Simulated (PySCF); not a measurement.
ethenyl(ethynyl)silane (C₄H₆Si), SMILES C#C[SiH2]C=C. Atoms are numbered in the order given.

```xyz
11

C      2.4733     0.4771     1.1844
C      1.5654     0.2594     0.3971
Si     0.1812    -0.0779    -0.7623
C     -1.3491    -0.5932     0.1770
C     -2.5187     0.0591     0.0914
H      3.2749     0.6710     1.8752
H     -0.1226     1.1549    -1.5470
H      0.6259    -1.1589    -1.6933
H     -1.2918    -1.4761     0.8301
H     -2.6403     0.9496    -0.5379
H     -3.4080    -0.2648     0.6458
```

Geometry optimised at r2SCAN-D4/def2-SVP. One conformer was computed; it need not be the lowest.

Two levels are set side by side: PBE/pcSseg-1 (PySCF) and HF/pcSseg-1 (PySCF). GIAO shifts against TMS (²⁹Si), TMS (¹H), TMS (¹³C) at the same level; non-relativistic, no solvent, atoms listed together averaged. Differences are taken from unrounded values.

```
quantity                    HF
-----------------------  -----
δ(¹³C) of C1 (ppm)       112.2
δ(¹³C) of C2 (ppm)        86.7
δ(²⁹Si) of Si3 (ppm)     -58.7
δ(¹³C) of C4 (ppm)       141.0
δ(¹³C) of C5 (ppm)       149.3
δ(¹H) of H6 (ppm)         3.10
δ(¹H) of H9 (ppm)         6.57
δ(¹H) of H10, H11 (ppm)   6.62
```

**Question.** What does PBE give, and how far is it from HF? (The exact figures need the calculation; the answer reports its results.)

**Answer.** 
| quantity | PBE | PBE minus HF |
|---|---|---|
| δ(¹³C) of C1 (ppm) | 104.4 | -7.8 |
| δ(¹³C) of C2 (ppm) | 84.8 | -1.9 |
| δ(²⁹Si) of Si3 (ppm) | -67.7 | -9.0 |
| δ(¹³C) of C4 (ppm) | 140.6 | -0.3 |
| δ(¹³C) of C5 (ppm) | 147.0 | -2.3 |
| δ(¹H) of H6 (ppm) | 2.60 | -0.51 |
| δ(¹H) of H9 (ppm) | 6.66 | 0.10 |
| δ(¹H) of H10, H11 (ppm) | 6.61 | -0.01 |

Rough cost on one machine, each run with all the roots and properties that it gave: HF against PBE within a factor of 2.
